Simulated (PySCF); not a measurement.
C7H9N2 (doublet state).
Atom-mapped SMILES: `[CH3:1][N:2][c:3]1[cH:4][cH:5][c:6]([NH2:7])[cH:8][cH:9]1` (hydrogens: H10, H11, H12 on C1; H13 on C4; H14 on C5; H15, H16 on N7; H17 on C8; H18 on C9)

Structure used (GFN2-xTB), in Å, numbered top down from 1:
```
atom  x, y, z in Å
C1     3.1556   -0.4845   -0.4759
N2     2.1335   -0.3370    0.5066
C3     0.8863   -0.1313    0.1529
C4     0.3768   -0.0312   -1.1813
C5    -0.9516    0.1839   -1.4186
C6    -1.8664    0.3124   -0.3609
N7    -3.1862    0.5775   -0.6097
C8    -1.3896    0.2211    0.9588
C9    -0.0661    0.0073    1.2089
H10    2.9660   -1.3283   -1.1522
H11    4.0951   -0.6621    0.0488
H12    3.2658    0.4147   -1.0956
H13    1.0539   -0.1308   -2.0162
H14   -1.3189    0.2568   -2.4342
H15   -3.8435    0.4557    0.1417
H16   -3.5338    0.4265   -1.5414
H17   -2.0928    0.3220    1.7743
H18    0.3072   -0.0664    2.2177
```

The hyperfine couplings belong to this conformer and change with its torsions.

Level of theory: PySCF 2.14.0, UKS B3LYP, pcH-1 on C H N, non-relativistic, mean-field spin-orbit, GIAO. The structure is a single GFN2-xTB conformer in the gas phase; no vibrational or solvent corrections. Couplings are sensitive to structure, and on GFN2-xTB geometries they can be far from those on DFT ones. The frame is twisted about the C6–N7 bond at this geometry (dihedral C8–C6–N7–H15 = -16°); couplings at other torsion angles weren't computed. Stability of the SCF solution: not tested. ⟨S²⟩ is 0.777 where a pure state has 0.75.

Principal values of hyperfine tensors in MHz (contact and dipolar terms together), for some of the nuclei:

```csv
atom,isotope,A1,A2,A3
H12,1H,67.40,68.54,76.47
H10,1H,64.02,65.27,73.09
N2,14N,-4.26,-3.96,72.73
C1,13C,-22.20,-21.83,-17.95
C4,13C,2.17,2.22,54.98
C8,13C,-32.70,-13.05,-11.65
C6,13C,-1.88,-0.65,59.79
C9,13C,1.42,1.72,51.82
```

(1) Give the isotropic coupling of each nucleus in MHz and in mT (g = 2.0036), and the anisotropic part.

(2) What spin density at the nucleus of C6 lies behind its contact coupling (g_N = 1.40482)?

(3) C3 (13C, g_N = 1.40482) isn't in the table. Its spin density at the nucleus is -0.03187 bohr⁻³. What is its contact coupling?

(4) Which nucleus of the table has the largest anisotropic coupling, and what is its form?

(5) What first-order splitting does H12 cause when the field lies along A1, A2 or A3 of its tensor (g taken as isotropic, no quadrupole term)?

## Answers

(1) a_iso is a third of the trace, T = A − a_iso, and a(mT) = a(MHz)/(g × 13.996).

```csv
atom,a_iso (MHz),a_iso (mT),T1,T2,T3
H12,70.80,2.525,-3.40,-2.26,5.67
H10,67.46,2.406,-3.44,-2.19,5.63
N2,21.51,0.767,-25.76,-25.47,51.23
C1,-20.66,-0.737,-1.54,-1.17,2.71
C4,19.79,0.706,-17.62,-17.57,35.19
C8,-19.13,-0.682,-13.57,6.08,7.49
C6,19.09,0.681,-20.97,-19.74,40.70
C9,18.32,0.653,-16.90,-16.60,33.50
```

(2) a_FC = 800.24 MHz bohr³ × g_N × ρ(0)/(2S). With a_FC = 19.09 MHz and 2S = 1, ρ(0) = 0.01698 bohr⁻³.

(3) By the same relation, a_FC = -35.8 MHz. Its full tensor has the principal values -54.45, -29.64, -23.40 MHz.

(4) N2: -25.8, -25.5, 51.2 MHz, axial, in the ratio −1:−1:+2, the form that spin in one p orbital centred on that nucleus gives.

(5) 2 lines (I = 1/2), spaced by |A_i|/(g × 13.996): 2.40, 2.44, 2.73 mT along the axes of A1, A2 and A3.
